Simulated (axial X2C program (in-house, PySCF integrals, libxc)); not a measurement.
Results of a calculation; reference values are marked as such.
# TiP: input and output

Program: an in-house relativistic program for diatomic molecules.

Input:
```json
{
 "zs": [
  22,
  15
 ],
 "q": 0,
 "bas": [
  "dyall-v3z",
  "dyall-v3z"
 ],
 "levels": [
  "PBE0",
  "HF",
  "PBEsol",
  "r2SCAN"
 ],
 "cc": false,
 "r0": 2.19,
 "npts": 10,
 "nst": 2,
 "ntry": 6,
 "opt": {
  "cfac": 0.9
 }
}
```
```bash
python so2c.py task.json out
```

Keys: zs atomic numbers; q charge; bas basis sets; levels methods; cc coupled cluster on or off; r0 starting distance in Å; npts points on the curve; nst determinants followed; ntry starts of the search; cfac factor on the speed of light (100 gives the non-relativistic limit). HF also brings MP2.

Output of the HF step, without spin–orbit coupling, at R = 2.155 Å for the state M_S = 1/2, Λ = 2. It starts from PBE0 orbitals of this distance. Shown is the second, level-shifted attempt; the first did not converge.

```
spin-free X2C-1e  HF
basis functions 155  fitting functions 945  grid points 5080
iter        total energy     max residual
   1      -1195.435278670     1.61e-01
   2      -1195.460617836     2.61e-02
   3      -1195.467393864     1.09e-02
   4      -1195.471270107     8.64e-03
   5      -1195.475780935     9.78e-03
   6      -1195.480640136     9.83e-03
   7      -1195.484613000     9.52e-03
   8      -1195.487384001     7.78e-03
   9      -1195.489412413     5.83e-03
  10      -1195.490702998     4.33e-03
  11      -1195.491640164     4.66e-03
  12      -1195.492080806     4.88e-03
  13      -1195.492310164     5.05e-03
  14      -1195.492362476     5.11e-03
  15      -1195.492276594     5.11e-03
  16      -1195.491597208     4.76e-03
  17      -1195.490866699     4.61e-03
  18      -1195.489711401     3.83e-03
  19      -1195.488218731     4.84e-03
  20      -1195.487789815     3.62e-03
  21      -1195.486878706     4.39e-03
  22      -1195.486317404     4.21e-03
  23      -1195.486085967     3.41e-03
  24      -1195.486067567     2.56e-03
  25      -1195.485986844     2.49e-03
  26      -1195.485942685     2.37e-03
  27      -1195.486319581     1.78e-03
  28      -1195.486790560     1.95e-03
  29      -1195.487052446     2.16e-03
  30      -1195.486948390     2.05e-03
  31      -1195.486859799     2.01e-03
  32      -1195.486911478     2.04e-03
  33      -1195.486880387     2.01e-03
  34      -1195.486721703     1.95e-03
  35      -1195.486173758     2.64e-03
  36      -1195.485821444     2.81e-03
  37      -1195.486009611     2.03e-03
  38      -1195.485930746     2.03e-03
  39      -1195.486794714     2.05e-03
  40      -1195.487163424     2.23e-03
  41      -1195.487052921     2.12e-03
  42      -1195.486941813     2.05e-03
  43      -1195.487015592     2.11e-03
  44      -1195.486306472     3.04e-03
  45      -1195.486299262     1.90e-03
  46      -1195.486116712     1.96e-03
  47      -1195.485735594     2.66e-03
  48      -1195.486306466     1.86e-03
  49      -1195.486161480     1.91e-03
  50      -1195.486341865     1.91e-03
  51      -1195.486427965     1.88e-03
  52      -1195.486513327     2.01e-03
  53      -1195.486395841     1.97e-03
  54      -1195.487262005     2.26e-03
  55      -1195.487017678     1.82e-03
  56      -1195.486919305     1.81e-03
  57      -1195.486932067     1.90e-03
  58      -1195.486872599     1.83e-03
  59      -1195.486918455     1.87e-03
  60      -1195.486766093     1.77e-03
  61      -1195.486450669     1.79e-03
  62      -1195.486552459     1.79e-03
  63      -1195.486631304     1.81e-03
  64      -1195.486688477     1.83e-03
  65      -1195.486688698     1.80e-03
  66      -1195.486626260     1.75e-03
  67      -1195.486623174     1.74e-03
  68      -1195.486599922     1.70e-03
  69      -1195.486589819     1.71e-03
  70      -1195.486610618     1.76e-03
  71      -1195.486639070     1.77e-03
  72      -1195.486626237     1.74e-03
  73      -1195.486608455     1.72e-03
  74      -1195.486553497     1.66e-03
  75      -1195.486559017     1.66e-03
  76      -1195.486560248     1.66e-03
  77      -1195.486559453     1.64e-03
  78      -1195.486576414     1.64e-03
  79      -1195.486601768     1.62e-03
  80      -1195.486638050     1.63e-03
NOT converged
one-electron -1808.27655072  Coulomb 596.13845218  exact exchange -64.38263677  xc functional 0.00000000  nuclear repulsion 81.03409726
```
Energies are in hartree; totals compare only within one Hamiltonian and basis. Where the energy jumps back up, the SCF was restarted by another method. The determinant is spin-polarised beyond a pure state at some levels (its spin-free form has ⟨S²⟩ too high), which makes Re and μ there less reliable.
